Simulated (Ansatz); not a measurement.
`C[SiH](C)[TeH]` → `[CH2]` (triplet) + `C[SiH2][TeH]` at 700 K and 1 bar (formal loss of a carbene).

Computed with Ansatz on PBE0-D4/def2-TZVP structures; ΔE is electronic, products minus reactants. CCSD(T)/CBS adds triple-zeta CCSD(T) − MP2 to the extrapolated MP2 energy (def2 sets, frozen cores). This one scheme is used for every species. Triplets are unrestricted, without spin–orbit coupling. def2 core potentials past Kr. For Te outer-core shells are correlated without core-valence functions, which leaves a few kJ/mol of doubt a bond.

```csv
species,CCSD(T)/CBS energy (Eh),H − E (kJ/mol),S (J/(mol·K))
`C[SiH](C)[TeH]`,-637.77028,321.3,503.7
`[CH2]` (triplet),-39.09499,70.4,226.8
`C[SiH2][TeH]`,-598.49179,226.3,435.2
```

H − E and S are ideal-gas, rigid-rotor, harmonic terms from PBE0-D4/def2-TZVP, for one conformer and one mirror image of each species, with the whole ground term of open shells counted as degenerate. 1 Eh = 2625.50 kJ/mol, R = 8.31446 J/(mol·K).

Task: By hand: ΔE, ΔH, ΔS and ΔG.

Result: ΔE = (-39.09499) + (-598.49179) − (-637.77028) = 0.18350 Eh = 481.8 kJ/mol. Δ(H − E) = 70.4 + 226.3 − 321.3 = -24.6, so ΔH = 457.2 kJ/mol. ΔS = 226.8 + 435.2 − 503.7 = 158.3 J/(mol·K). ΔG = 457.2 − 700 × (158.3)/1000 = 346.4 kJ/mol.

Task: By hand: the equilibrium constant, and the temperature at which ΔG would vanish if ΔH and ΔS stayed fixed.

Result: log₁₀ K = −ΔG/(RT ln 10) = -25.8. ΔG = 0 at ΔH/ΔS = 2888 K, far beyond where these terms or the molecules hold.

The number of gas molecules changes by +1, which sets the sign of ΔS. A doubt of 5 kJ/mol in ΔE shifts log₁₀ K by 0.4 here. Other conformers and mirror images would add mixing entropy, several J/(mol·K) or more a flexible species. A triplet takes part, so the spin changes. These are equilibria of isolated gas molecules and say nothing of rates. Largest T1 diagnostic: 0.011 (customary marks: 0.02 for closed shells, 0.045 for open ones).
